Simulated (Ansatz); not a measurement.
Geometry optimisation of the cluster Al3P2⁺.

```yaml
crystal:
  periodic: [false, false, false]
  atoms:
    - {symbol: Al, position_ang: [-0.564410, 0.187140, -1.993270]}
    - {symbol: Al, position_ang: [1.062720, -2.711280, 0.637630]}
    - {symbol: Al, position_ang: [-0.006670, 1.266550, 1.651430]}
    - {symbol: P, position_ang: [-0.711040, 1.818870, -0.429370]}
    - {symbol: P, position_ang: [0.219400, -0.561280, 0.133580]}
basis:
  gaussian: {orbitals: def2-SVP}
total_charge: 1
hamiltonian: {xc: pbe, dispersion: d4}
scf: {lower_state_search: "off"}
output: {orbitals: {seedname: orbitals}}
relax: {f_tol: 0.02, max_steps: 100}
```

```sh
$ ansatz run in.yaml --threads 4 --pin off --events-out ev --progress --plain --max-ram 4787MiB
```

Output, abridged:

```
Functional definition: PBE
mean field -38329.09366444 eV, -1408.5682117755 hartree, gradient 2.0e-6 eV, S^2 0.000000; 0 other end points of the search recorded, 0 dependent functions left out
relax step   1: F+E_penalty+E_count = -38329.43106336 eV  Δ(F+E_penalty+E_count) = +0.000e0 eV  max|allowed force component| = 5.510e-1 eV/Å  Δτ_max = 0.0000 Å  (81 SCF iters, accepted)
mean field -38329.12880003 eV, -1408.5695029844 hartree, gradient 2.1e-6 eV, S^2 0.000000; 0 other end points of the search recorded, 0 dependent functions left out
relax step   2: F+E_penalty+E_count = -38329.46601832 eV  Δ(F+E_penalty+E_count) = -3.495e-2 eV  max|allowed force component| = 2.214e-1 eV/Å  Δτ_max = 0.0586 Å  (34 SCF iters, accepted)
mean field -38329.13145878 eV, -1408.5696006919 hartree, gradient 1.9e-6 eV, S^2 0.000000; 0 other end points of the search recorded, 0 dependent functions left out
relax step   3: F+E_penalty+E_count = -38329.47007556 eV  Δ(F+E_penalty+E_count) = -4.057e-3 eV  max|allowed force component| = 8.455e-2 eV/Å  Δτ_max = 0.0486 Å  (22 SCF iters, accepted)
mean field -38329.13380261 eV, -1408.5696868260 hartree, gradient 1.2e-6 eV, S^2 0.000000; 0 other end points of the search recorded, 0 dependent functions left out
relax step   4: F+E_penalty+E_count = -38329.47192282 eV  Δ(F+E_penalty+E_count) = -1.847e-3 eV  max|allowed force component| = 1.024e-2 eV/Å  Δτ_max = 0.0164 Å  (23 SCF iters, accepted)
mean field -38329.13390438 eV, -1408.5696905658 hartree, gradient 1.1e-6 eV, S^2 0.000000; 0 other end points of the search recorded, 0 dependent functions left out
relax step   5: F+E_penalty+E_count = -38329.47195948 eV  Δ(F+E_penalty+E_count) = -3.665e-5 eV  max|allowed force component| = 6.242e-3 eV/Å  Δτ_max = 0.0017 Å  (16 SCF iters, accepted)
mean field -38329.13415332 eV, -1408.5696997144 hartree, gradient 1.0e-6 eV, S^2 0.000000; 0 other end points of the search recorded, 0 dependent functions left out
relax step   6: F+E_penalty+E_count = -38329.47214471 eV  Δ(F+E_penalty+E_count) = -1.852e-4 eV  max|allowed force component| = 1.739e-2 eV/Å  Δτ_max = 0.0058 Å  (23 SCF iters, accepted)
mean field -38329.13511463 eV, -1408.5697350416 hartree, gradient 1.8e-6 eV, S^2 0.000000; 0 other end points of the search recorded, 0 dependent functions left out
relax step   7: F+E_penalty+E_count = -38329.47300963 eV  Δ(F+E_penalty+E_count) = -8.649e-4 eV  max|allowed force component| = 3.713e-2 eV/Å  Δτ_max = 0.0118 Å  (22 SCF iters, accepted)
mean field -38329.23258060 eV, -1408.5733168502 hartree, gradient 1.0e-6 eV, S^2 0.000000; 0 other end points of the search recorded, 0 dependent functions left out
relax step   8: F+E_penalty+E_count = -38329.56882017 eV  Δ(F+E_penalty+E_count) = -9.581e-2 eV  max|allowed force component| = 2.412e-1 eV/Å  Δτ_max = 0.1999 Å  (26 SCF iters, accepted)
mean field -38329.32024635 eV, -1408.5765385069 hartree, gradient 1.2e-6 eV, S^2 0.000000; 0 other end points of the search recorded, 0 dependent functions left out
relax step   9: F+E_penalty+E_count = -38329.65680850 eV  Δ(F+E_penalty+E_count) = -8.799e-2 eV  max|allowed force component| = 5.764e-1 eV/Å  Δτ_max = 0.1949 Å  (28 SCF iters, accepted)
mean field -38329.33562906 eV, -1408.5771038110 hartree, gradient 2.1e-6 eV, S^2 0.000000; 0 other end points of the search recorded, 0 dependent functions left out
relax step  10: F+E_penalty+E_count = -38329.66801248 eV  Δ(F+E_penalty+E_count) = -1.120e-2 eV  max|allowed force component| = 3.101e-1 eV/Å  Δτ_max = 0.1961 Å  (28 SCF iters, accepted)
mean field -38329.37248566 eV, -1408.5784582663 hartree, gradient 2.6e-6 eV, S^2 0.000000; 0 other end points of the search recorded, 0 dependent functions left out
relax step  11: F+E_penalty+E_count = -38329.70909330 eV  Δ(F+E_penalty+E_count) = -4.108e-2 eV  max|allowed force component| = 3.271e-1 eV/Å  Δτ_max = 0.1987 Å  (22 SCF iters, accepted)
mean field -38329.38922624 eV, -1408.5790734713 hartree, gradient 1.8e-6 eV, S^2 0.000000; 0 other end points of the search recorded, 0 dependent functions left out
relax step  12: F+E_penalty+E_count = -38329.72317894 eV  Δ(F+E_penalty+E_count) = -1.409e-2 eV  max|allowed force component| = 6.844e-2 eV/Å  Δτ_max = 0.0548 Å  (22 SCF iters, accepted)
mean field -38329.41586397 eV, -1408.5800523898 hartree, gradient 2.0e-6 eV, S^2 0.000000; 0 other end points of the search recorded, 0 dependent functions left out
relax step  13: F+E_penalty+E_count = -38329.74608681 eV  Δ(F+E_penalty+E_count) = -2.291e-2 eV  max|allowed force component| = 1.509e-1 eV/Å  Δτ_max = 0.1922 Å  (28 SCF iters, accepted)
mean field -38329.45178760 eV, -1408.5813725588 hartree, gradient 2.2e-6 eV, S^2 0.000000; 0 other end points of the search recorded, 0 dependent functions left out
relax step  14: F+E_penalty+E_count = -38329.78148491 eV  Δ(F+E_penalty+E_count) = -3.540e-2 eV  max|allowed force component| = 2.076e-1 eV/Å  Δτ_max = 0.1996 Å  (27 SCF iters, accepted)
mean field -38329.48580795 eV, -1408.5826227835 hartree, gradient 2.3e-6 eV, S^2 0.000000; 0 other end points of the search recorded, 0 dependent functions left out
relax step  15: F+E_penalty+E_count = -38329.81933114 eV  Δ(F+E_penalty+E_count) = -3.785e-2 eV  max|allowed force component| = 2.566e-1 eV/Å  Δτ_max = 0.1944 Å  (27 SCF iters, accepted)
mean field -38329.52136279 eV, -1408.5839293997 hartree, gradient 4.9e-6 eV, S^2 0.000000; 0 other end points of the search recorded, 0 dependent functions left out
relax step  16: F+E_penalty+E_count = -38329.86388724 eV  Δ(F+E_penalty+E_count) = -4.456e-2 eV  max|allowed force component| = 2.317e-1 eV/Å  Δτ_max = 0.1935 Å  (21 SCF iters, accepted)
mean field -38329.55302298 eV, -1408.5850928902 hartree, gradient 1.1e-6 eV, S^2 0.000000; 0 other end points of the search recorded, 0 dependent functions left out
relax step  17: F+E_penalty+E_count = -38329.90856419 eV  Δ(F+E_penalty+E_count) = -4.468e-2 eV  max|allowed force component| = 1.387e-1 eV/Å  Δτ_max = 0.1935 Å  (22 SCF iters, accepted)
mean field -38329.58929301 eV, -1408.5864257894 hartree, gradient 1.9e-6 eV, S^2 0.000000; 0 other end points of the search recorded, 0 dependent functions left out
relax step  18: F+E_penalty+E_count = -38329.95693569 eV  Δ(F+E_penalty+E_count) = -4.837e-2 eV  max|allowed force component| = 1.378e-1 eV/Å  Δτ_max = 0.1951 Å  (21 SCF iters, accepted)
mean field -38329.63948778 eV, -1408.5882704133 hartree, gradient 2.2e-6 eV, S^2 0.000000; 0 other end points of the search recorded, 0 dependent functions left out
relax step  19: F+E_penalty+E_count = -38330.01742536 eV  Δ(F+E_penalty+E_count) = -6.049e-2 eV  max|allowed force component| = 2.325e-1 eV/Å  Δτ_max = 0.1952 Å  (28 SCF iters, accepted)
mean field -38329.70449462 eV, -1408.5906593703 hartree, gradient 2.6e-6 eV, S^2 0.000000; 0 other end points of the search recorded, 0 dependent functions left out
relax step  20: F+E_penalty+E_count = -38330.08630884 eV  Δ(F+E_penalty+E_count) = -6.888e-2 eV  max|allowed force component| = 2.638e-1 eV/Å  Δτ_max = 0.1953 Å  (28 SCF iters, accepted)
mean field -38329.75780256 eV, -1408.5926184012 hartree, gradient 1.9e-6 eV, S^2 0.000000; 0 other end points of the search recorded, 0 dependent functions left out
relax step  21: F+E_penalty+E_count = -38330.11893234 eV  Δ(F+E_penalty+E_count) = -3.262e-2 eV  max|allowed force component| = 1.364e-1 eV/Å  Δτ_max = 0.1949 Å  (28 SCF iters, accepted)
mean field -38329.71282029 eV, -1408.5909653334 hartree, gradient 1.5e-6 eV, S^2 0.000000; 0 other end points of the search recorded, 0 dependent functions left out
relax step  22: F+E_penalty+E_count = -38330.09241460 eV  Δ(F+E_penalty+E_count) = +2.652e-2 eV  max|allowed force component| = 5.306e-1 eV/Å  Δτ_max = 0.0629 Å  (20 SCF iters, rejected (line search))
mean field -38329.75680126 eV, -1408.5925816040 hartree, gradient 2.5e-6 eV, S^2 0.000000; 0 other end points of the search recorded, 0 dependent functions left out
relax step  23: F+E_penalty+E_count = -38330.12572933 eV  Δ(F+E_penalty+E_count) = -6.797e-3 eV  max|allowed force component| = 3.590e-2 eV/Å  Δτ_max = 0.0308 Å  (22 SCF iters, accepted)
mean field -38329.75257824 eV, -1408.5924264108 hartree, gradient 2.0e-6 eV, S^2 0.000000; 0 other end points of the search recorded, 0 dependent functions left out
relax step  24: F+E_penalty+E_count = -38330.12601815 eV  Δ(F+E_penalty+E_count) = -2.888e-4 eV  max|allowed force component| = 2.664e-2 eV/Å  Δτ_max = 0.0198 Å  (24 SCF iters, accepted)
mean field -38329.75442722 eV, -1408.5924943598 hartree, gradient 2.7e-6 eV, S^2 0.000000; 0 other end points of the search recorded, 0 dependent functions left out
relax step  25: F+E_penalty+E_count = -38330.12620319 eV  Δ(F+E_penalty+E_count) = -1.850e-4 eV  max|allowed force component| = 3.470e-3 eV/Å  Δτ_max = 0.0098 Å  (23 SCF iters, accepted)
Total energy: -38330.12624264 eV, -1408.6061583242 hartree
Atom 0 at    -0.971680     0.175127    -1.734556 Å, force    -0.001410     0.002005    -0.000732 eV/Å
Atom 1 at     1.697450    -1.563347     0.202870 Å, force     0.003259    -0.002591     0.000288 eV/Å
Atom 2 at    -0.467766     1.150258     1.562598 Å, force    -0.001291     0.002182    -0.000088 eV/Å
Atom 3 at     0.755240     1.027163    -0.419192 Å, force    -0.003029    -0.003470     0.001480 eV/Å
Atom 4 at    -1.013244    -0.789201     0.388280 Å, force     0.002470     0.001874    -0.000947 eV/Å
Dipole moment:    -0.176599     0.162244    -0.020992 e Å
Checks for a lower state left out: stability, starts, cluster_reference, orbital_swaps, neighbouring_geometries, increment
```

Run time 19 s (4 threads of Arm Neoverse V1 on a shared host).

The restricted singlet is unstable towards broken spin symmetry in Hartree–Fock (as tested in another run); at PBE-D4/def2-SVP this wasn't settled. Another isomer (singlet) lies 0.38 eV lower at PBE0-D4/def2-TZVP; other spin states weren't run for this one.
